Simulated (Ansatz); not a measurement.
Ideal-gas functions of FH$_{2}$InO (`[OH][InH][F]`) at 600 K and 1 bar, from an Ansatz frequency run at PBE0-D4/def2-TZVP.

Molar mass 151.83 g/mol, point group Cs (symmetry number 1), electronic degeneracy 1, moments of inertia 40.659, 91.647, 132.306 u Å². Harmonic wavenumbers (cm⁻¹, unscaled): 151, 308, 403, 412, 600, 623, 806, 1903, 3893.

Use S(trans) = R[1.5 ln M + 2.5 ln T − 1.1517]; rotational temperatures θ = 24.2544 K / I; S(rot) = R[ln(√π/σ · √(T³/θAθBθC)) + 1.5]; for each mode x = 1.438777 ν̃/T, S = R[x/(eˣ − 1) − ln(1 − e⁻ˣ)] and H = RT x/(eˣ − 1); 1 cm⁻¹ = 0.0119627 kJ/mol; R = 8.31446 J/(mol·K).

**Question.** By hand: the entropy, in J/(mol·K).

**Answer.** Translation 186.0. Rotation: θ = 0.5965, 0.2647, 0.1833 K, giving 111.7. Vibration, mode by mode: 16.81, 11.02, 8.91, 8.75, 5.97, 5.71, 4.02, 0.49, 0.01, in all 61.7. Electronic 0.0. Sum 359.4 J/(mol·K).

**Question.** By hand: H − E and G − E in kJ/mol, counted from the electronic energy.

**Answer.** Zero-point energy ½ × 9099 × 0.0119627 = 54.4; thermal vibration 19.7; translation, rotation and pV give 4 RT = 20.0. H − E = 94.1 kJ/mol, and G − E = 94.1 − 600 × 359.4/1000 = -121.5 kJ/mol.

Vibration gives 17 % of the entropy. The sum counts one conformer and one mirror image; others add a mixing term.
